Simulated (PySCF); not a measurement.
## EPR parameters of C4H12NSSi

Species: C4H12NSSi (doublet state).
Geometry (GFN2-xTB, Å), atoms numbered from 1 in this order:
```
atom  x, y, z in Å
C1     1.6639   -1.2443   -0.6527
Si2    0.8626    0.4634   -0.8675
C3     1.3536    1.6047    0.5729
C4    -1.0558    0.2511   -0.8573
C5    -1.4968   -0.2811    0.4516
N6    -1.6036   -1.6503    0.6066
S7    -2.4599    0.7299    1.5372
H8     1.3379   -1.7117    0.2719
H9     1.4009   -1.9120   -1.4676
H10    2.7468   -1.1703   -0.6262
H11    1.2484    1.0662   -2.1564
H12    2.4274    1.7624    0.5978
H13    1.0656    1.1727    1.5277
H14    0.8833    2.5807    0.4932
H15   -1.5263    1.2136   -1.0482
H16   -1.3463   -0.4258   -1.6654
H17   -1.9273   -2.1772   -0.1991
H18   -2.0540   -1.9357    1.4638
H19   -1.5302    1.6730    1.7281
```

The hyperfine couplings belong to this conformer and change with its torsions.

Identity: `C[SiH](C)C[C](N)S` [radical].

Method used: UKS B3LYP, pcH-1 on C H N S Si, non-relativistic, mean-field spin-orbit, GIAO (PySCF). Isolated species at its GFN2-xTB geometry (one conformer only). The geometry wasn't refined by DFT: couplings that depend on bond lengths, twists or pyramidal angles can differ widely from those at the functional's own minimum. Stability of the SCF solution: not tested.

```
g1, g2, g3                      : 2.00075, 2.00276, 2.00429
g_iso                           : 2.00260
Form of g                       : rhombic: the two nearest values differ by 43 % of g3 − g1
⟨S²⟩                            : 0.7541 (exact 0.7500)
α and β electrons               : 37, 36
HOMO–LUMO gap, α and β orbitals : 4.09, 5.95 eV
```

Hyperfine couplings atom by atom, in 10⁻⁴ cm⁻¹; T1 to T3 are the principal values of the dipolar part; ρ(0) is the spin density at the nucleus (1 × 10⁻⁴ cm⁻¹ = 2.998 MHz):

```tsv
atom	isotope	a_iso	of which spin–orbit	T1	T2	T3	Mulliken spin population	ρ(0) (bohr⁻³)
C1	13C	-0.3	0.0	-0.1	-0.1	0.3	0.00	-0.0007
Si2	29Si	-25.2	0.0	-3.5	1.6	1.8	0.03	0.0850
C3	13C	-0.1	0.0	-0.2	-0.1	0.3	0.00	-0.0002
C4	13C	-1.5	0.0	-0.8	0.0	0.8	-0.05	-0.0040
C5	13C	55.1	0.0	-22.5	-22.3	44.8	0.73	0.1468
N6	14N	8.7	0.0	-2.9	-2.6	5.5	0.12	0.0807
S7	33S	-1.7	-0.1	-4.3	-3.1	7.4	0.06	-0.0140
H8	1H	-0.1	0.0	-0.8	-0.6	1.5	0.00	0.0000
H9	1H	0.3	0.0	-0.4	-0.3	0.8	0.00	0.0002
H10	1H	0.4	0.0	-0.3	-0.2	0.5	0.00	0.0003
H11	1H	4.1	0.0	-0.5	-0.4	0.9	0.01	0.0027
H12	1H	-0.2	0.0	-0.3	-0.3	0.6	0.00	-0.0001
H13	1H	0.2	0.0	-0.9	-0.8	1.7	0.00	0.0001
H14	1H	0.4	0.0	-0.5	-0.4	0.9	0.00	0.0003
H15	1H	4.5	0.0	-1.2	-1.1	2.3	0.01	0.0030
H16	1H	20.6	0.0	-1.3	-0.9	2.2	0.04	0.0138
H17	1H	21.4	0.0	-3.0	-1.7	4.7	0.03	0.0143
H18	1H	-3.5	0.0	-2.9	-1.9	4.8	-0.01	-0.0023
H19	1H	18.5	0.0	-1.5	-0.9	2.3	0.02	0.0124
```

Largest spin populations (Mulliken): C5 (+0.73), N6 (+0.12) and S7 (+0.06). C5 is the only atom above +0.15. The angles at C5 add up to 355.6°, so it is nearly planar.

Under fast tumbling the dipolar parts average out, and these isotropic splittings remain: 1 × 1H (H19, I = 1/2, 2 lines) with 1.98 mT, 2 × 1H (H15/H16, I = 1/2, 3 lines) with 1.34 mT, 2 × 1H (H17/H18, I = 1/2, 3 lines) with 0.96 mT, 1 × 14N (N6, I = 1, 3 lines) with 0.93 mT and 1 × 1H (H11, I = 1/2, 2 lines) with 0.44 mT.

Nuclei that the bonding pattern makes equivalent are averaged, as if the motion that swaps them (rotation, inversion, ring flip) were fast. The 1H value of +26.9 MHz is a mean of couplings from -10.3 to 64.1 MHz in this one geometry, not an average over conformers. The 1H value of +37.6 MHz is a mean of couplings from 13.6 to 61.6 MHz in this one geometry, not an average over conformers.

The 29Si coupling of Si2 (-75.4 MHz) shows only in satellite lines or after enrichment, since that isotope makes up about 4.7 % of natural silicon.

The 13C coupling of C5 (165.1 MHz) shows only in satellite lines or after enrichment, since that isotope makes up about 1.07 % of natural carbon.
